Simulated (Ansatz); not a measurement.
Frontier orbitals of H5InSi (`[SiH3][InH2]`).

```xyz
7

Si    0.663   -0.739   -0.533
In   -0.837    0.975    0.669
H     1.709   -0.108   -1.383
H    -0.157   -1.629   -1.403
H     1.351   -1.607    0.465
H    -0.576    2.678    0.534
H    -2.153    0.429    1.651
```

Total charge 0; spin multiplicity 1. Correlated methods include outer-core shells of In, which these sets cover unevenly. In takes the def2 core potential. All single points use the PBE0-D4/def2-TZVP geometry. Basis def2-TZVPP, Ansatz 0.2.0.

Orbital energies of one run (eV). Highest occupied ones, from the top: -6.47, -7.04, -8.47, -8.48, -10.53, -13.24, -18.70, -18.78, -18.81, -18.84, -19.02, -79.25, -79.27, -79.60. Empty: -3.12, -1.07, -0.43, 0.20, 0.26, 0.80.

(1) Which functional gave them?
A. B3LYP
B. BHLYP
C. ωB97X-V
D. LDA (SPW92)

Answers

(1) D. HOMO energies: LDA (SPW92) -6.47, ωB97X-V -9.55, BHLYP -8.27, B3LYP -7.18 eV.

B3LYP here is the variant with VWN-RPA as its local correlation; programs differ in this.
